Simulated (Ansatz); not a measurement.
Harmonic frequencies (cm⁻¹) at PBE0-D4/def2-TZVP from Ansatz: 22, 69, 184, 214, 257, 446, 533, 641, 690, 708, 727, 740, 1461, 2258, 2376.

Each molecule was computed in one conformer, which needn't be the lowest.

Question: Which molecule is it?
A. `F[C](F)(F)[Ge]([Cl])([Cl])[Cl]`
B. `N#[C][GeH]([F])[Cl]`
C. `N#[C][GeH3]`
D. `O=C=[N][GeH]([F])[Cl]`

Answer: D.
